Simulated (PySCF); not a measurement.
Choosing a basis for TDDFT

Compound: CH7B2FSi.
Structure used (PBE0-D3(BJ)/def2-SVP), in Å, numbered top down from 1:
```xyz
12
CH7B2FSi angstrom
C     -1.3686   -1.0879    0.1624
B     -0.3955    0.1335    0.0922
Si     1.6114   -0.1697   -0.0177
B     -0.8753    1.7438    0.2107
F     -1.0602    2.5147   -0.8574
H     -1.4540   -1.2597    1.2580
H     -0.9822   -2.0288   -0.2566
H     -2.3923   -0.9023   -0.1957
H      2.0204   -1.5845    0.2615
H      2.0209    0.1600   -1.4245
H      2.3904    0.7320    0.8906
H     -1.0262    2.2930    1.2905
```

TDDFT with PBE0 (PySCF), vertical singlets, core orbitals frozen in the response, spherical d and f functions. Isolated species at its PBE0-D3(BJ)/def2-SVP geometry (one conformer only).

| basis | functions | diffuse | S1 (eV) | S2 (eV) | S3 (eV) | S4 (eV) | S5 (eV) | LUMO (eV) | α (au) |
| --- | --- | --- | --- | --- | --- | --- | --- | --- | --- |
| 6-31G* | 88 | no | 3.80 | 5.08 | 5.24 | 6.63 | 6.71 | -1.77 | 60.5 |
| 6-31+G* | 108 | yes | 3.79 | 4.90 | 5.21 | 6.41 | 6.50 | -1.99 | 67.6 |
| def2-SVP | 109 | no | 3.76 | 4.99 | 5.20 | 6.46 | 6.59 | -1.97 | 64.4 |
| def2-SVPD | 163 | yes | 3.76 | 4.88 | 5.19 | 6.41 | 6.43 | -2.06 | 73.2 |
| aug-cc-pVDZ | 182 | yes | 3.76 | 4.84 | 5.18 | 6.32 | 6.41 | -2.02 | 74.5 |
| def2-TZVP | 203 | no | 3.72 | 4.88 | 5.16 | 6.42 | 6.45 | -2.04 | 71.0 |
| def2-TZVPD | 257 | yes | 3.72 | 4.84 | 5.15 | 6.36 | 6.41 | -2.06 | 74.2 |

Task: Compare the sets with the largest diffuse one.

Result: States are compared by their number. Against the largest diffuse basis here (def2-TZVPD, itself not a converged limit), sets without diffuse functions differ by up to 0.08 eV in S1 and 0.31 eV in S5; the smaller diffuse sets differ by up to 0.07 and 0.10 eV. State by state, the largest deviation of a set without diffuse functions is S1 0.08, S2 0.23, S3 0.09, S4 0.26, S5 0.31 eV. The same number needn't mean the same state in each row. Against def2-TZVPD the polarisability deviates by -18% in 6-31G*, -9% in 6-31+G*, -13% in def2-SVP, -1% in def2-SVPD, 0% in aug-cc-pVDZ, -4% in def2-TZVP. A single + in a Pople set puts diffuse functions on heavy atoms only.
